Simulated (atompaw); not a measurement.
## Before and after: PAW (atompaw) potential for Rb

- Element: Rb (Z = 37)
- Generator: atompaw 4.2.0.5
- Type: PAW
- Functional: PBE
- Relativity: scalar-relativistic
- Frozen core: [Ar] 3d10 4s2
- Valence charge: 7
- Reference configuration: 4p6 5s0.75 5p0.25
- Partial waves: 5s (bound): rc 3.00 bohr; 5s channel at 4.35 Ry: rc 3.00 bohr; 4p (bound): rc 2.75 bohr; 5p (bound): rc 3.00 bohr; 4d channel at 0.3 Ry: rc 3.00 bohr; 4d channel at 2.2 Ry: rc 3.00 bohr
- Local potential: bessel scheme, radius 2.65 bohr
- Core correction: smooth core density matched at 3.00 bohr
- Augmentation charge: sinc compensation charge, radius 2.40 bohr; PAW radius 3.00 bohr; waves and projectors: custom polynom2 7 10 vanderbiltortho

Change: augmentation sinc compensation charge, radius 2.40 bohr; PAW radius 3.00 bohr; waves and projectors: custom rrkj gramschmidtortho.

Cutoffs: the cutoffs (Ry, on a coarse ladder) from which the occupation-weighted sum of valence levels, in a spherical-Bessel basis at the reference potential, stays within 10 and 1 mRy of its value at 400 Ry; they do not see the model core or the augmentation charge, which bear on the density cutoff.

**Question.** What does the change do?

**Answer.** The potential gets softer (21 Ry and 50 Ry → 10 Ry and 18 Ry); a bound ghost appears in s, which as a rule spoils a file.

| quantity | base | changed |
| --- | --- | --- |
| cutoff, loose | 21 Ry | 10 Ry |
| cutoff, tight | 50 Ry | 18 Ry |
| loose cutoff by channel (10 mRy a level) | s 6 Ry, p 12 Ry | s 8 Ry, p 8 Ry |
| bound ghosts | none | s |
| s: phases at 3.02 bohr within 0.05 rad from the reference energy up to (Ry; the scan ends near 5) | 0.3 | 0.2 |
| p: phases at 3.02 bohr within 0.05 rad from the reference energy up to (Ry; the scan ends near 5) | 0.6 | 0.9 |
| d: phases at 3.02 bohr within 0.05 rad from the reference energy up to (Ry; the scan ends near 5) | 2.8 | 3.0 |
| lowest overlap eigenvalue by channel | s 0.57, p 0.77, d 0.88 | s 0.06, p 0.10, d 0.87 |

 A true bound ghost makes a file unfit for plane-wave use even where its test errors are small: the radial tests pick states by their node count and pass the ghost by. The cutoffs see the waves, projectors and local potential, not the compensation charge or the core.
